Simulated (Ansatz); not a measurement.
`C[SiH2][SiH](O)Cl` → `C[SiH](O)Cl` + `[SiH2]` at 700 K and 1 bar (silylene formation by 1,1-elimination).

Program: Ansatz. Geometries: PBE0-D4/def2-TZVP. ΔE: electronic, gas phase. CCSD(T)/CBS is the MP2 limit (def2-TZVPP, def2-QZVPP) plus CCSD(T) − MP2 in def2-TZVPP, frozen cores. This one scheme is used for every species. One conformer a species, not always the lowest.

| species | CCSD(T)/CBS energy (Eh) | H − E (kJ/mol) | S (J/(mol·K)) |
| --- | --- | --- | --- |
| `C[SiH2][SiH](O)Cl` | -1155.48620 | 302.4 | 533.6 |
| `C[SiH](O)Cl` | -865.21254 | 230.4 | 430.7 |
| `[SiH2]` | -290.19011 | 56.3 | 240.4 |

H − E and S are ideal-gas, rigid-rotor, harmonic terms from PBE0-D4/def2-TZVP, for one conformer and one mirror image of each species. 1 Eh = 2625.50 kJ/mol, R = 8.31446 J/(mol·K).

By hand: ΔE, ΔH, ΔS and ΔG.

ΔE = (-865.21254) + (-290.19011) − (-1155.48620) = 0.08355 Eh = 219.4 kJ/mol. Δ(H − E) = 230.4 + 56.3 − 302.4 = -15.7, so ΔH = 203.7 kJ/mol. ΔS = 430.7 + 240.4 − 533.6 = 137.5 J/(mol·K). ΔG = 203.7 − 700 × (137.5)/1000 = 107.4 kJ/mol.

By hand: the equilibrium constant, and the temperature at which ΔG would vanish if ΔH and ΔS stayed fixed.

log₁₀ K = −ΔG/(RT ln 10) = -8.0. ΔG = 0 at ΔH/ΔS = 1481 K.

The number of gas molecules changes by +1, which sets the sign of ΔS. A doubt of 5 kJ/mol in ΔE shifts log₁₀ K by 0.4 here. Other conformers and mirror images would add mixing entropy, several J/(mol·K) or more a flexible species. Modes under 60 cm⁻¹, often nearly free rotors, make the harmonic entropy too high. These are equilibria of isolated gas molecules and say nothing of rates. Largest T1 diagnostic: 0.014 (customary marks: 0.02 for closed shells, 0.045 for open ones).
